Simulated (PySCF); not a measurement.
## Excitation energy of Ga by level of theory

Ga [Ar] 3d10 4s2 4p1 (2P) → Ga [Ar] 3d10 4s1 4p1 5s1 (4P), as a difference of total energies. Calculation: PySCF 2.14, in dyall-av2z (16s12p8d, 92 functions); no relativity, point nucleus. Correlated levels: valence: [Ar] 3d10 frozen; virtual orbitals above 40 to 60 times the deepest correlated orbital energy dropped. The calculations carry no spin-orbit coupling.

```csv
method,excitation energy (eV)
UHF,7.152
MP2 (valence),7.841
SCS-MP2 (valence),8.056
CCSD (valence),8.125
CCSD(T) (valence),8.141
```

Task: How much does correlation contribute at CCSD(T) (valence)?

Result: 8.141 − (7.152) = 0.989 eV, measured against UHF.

A first-order spin-orbit estimate (lowest level to lowest level, LS coupling) adds -0.016 eV.

The upper state lies above the first ionisation limit, but in LS coupling its spin forbids autoionisation to the ground ion. A Rydberg-like electron needs more diffuse functions than a valence basis has.

The promoted electron is Rydberg-like, and one or two diffuse shells describe it only roughly, which tends to raise the upper state.
